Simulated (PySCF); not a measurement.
## [RuSe2]+, quartet: data card

Level of theory: UPBE0 in PySCF with Ru def2-SVP with ECP28, Se def2-SVP; scalar-relativistic core potentials, no spin–orbit coupling; density-fitted integrals.

The structure is a minimum.

```xyz
3
charge 1 multiplicity 4, angstrom
Ru    0.0000    0.0000   -0.7691
Se    1.7805    0.0000    0.4903
Se   -1.7805    0.0000    0.4903
```

```json
{
  "Point group": "C2v",
  "Bond lengths": "Ru–Se 2.181 Å (×2)",
  "Bond angles": "Se–Ru–Se 109.5°",
  "Highest occupied level (α)": "-12.45 eV",
  "Enthalpy at 298.15 K above 0 K": "13.48 kJ/mol",
  "Principal quadrupole moments (Buckingham, traceless) about the centre of mass": "-6.27, -2.48, 8.75 D Å",
  "Lowest empty level (α)": "-10.61 eV",
  "Dipole moment about the centre of mass": "1.51 D",
  "Spin squared ⟨S²⟩": "3.771",
  "Rotational constants": "0.1708, 0.03327, 0.02785 cm⁻¹",
  "Entropy at 298.15 K and 1 bar (electronic part: spin only)": "326.6 J/(mol K)",
  "Heat capacity Cp at 298.15 K": "53.8 J/(mol K)",
  "Principal polarisabilities": "40.5, 60.7, 112.8 bohr³",
  "Rotational symmetry number": "2",
  "Zero-point energy": "5.4 kJ/mol"
}
```

Harmonic modes (masses in u: Ru 101.904, Se 79.917):
```json
{"symmetry": "a1", "ω (cm⁻¹)": "103", "IR (km/mol)": "0.5", "type": "bend"}
{"symmetry": "a1", "ω (cm⁻¹)": "365", "IR (km/mol)": "2.7", "type": "stretch"}
{"symmetry": "b2", "ω (cm⁻¹)": "428", "IR (km/mol)": "0.5", "type": "stretch"}
```

In C2v the vibrations span 2a1 + b2. Here b1 is antisymmetric to the molecular plane and b2 lies in it.

Charges (e):
| atom | Mulliken | Löwdin | polar tensor | spin (Mulliken) | Mayer order to Ru1 |
| --- | --- | --- | --- | --- | --- |
| Ru1 | 0.36 | -0.26 | 0.57 | 2.18 | – |
| Se2,3 | 0.32 | 0.63 | 0.21 | 0.41 | 2.14 |
Other Mayer orders above 0.3: Se–Se 0.54.

Mulliken populations on Ru1 (electrons outside its core potential): s 2.52, p 6.40, d 6.71, f 0.01.

Formally Ru is in oxidation state +5, d3, with 3 unpaired electrons (the high-spin count). The Mulliken spin on Ru is 2.18. The polar-tensor charge on Ru, 0.57, is far below the formal one.

This need not be the most stable arrangement of these atoms. Open d and f shells are described by one determinant, and the ground state may have another occupation or spin. At this level a quartet minimum of C2v symmetry lies 82 kJ/mol below this structure.

The final relaxation and frequency run took about 3 core-minutes on a shared host.
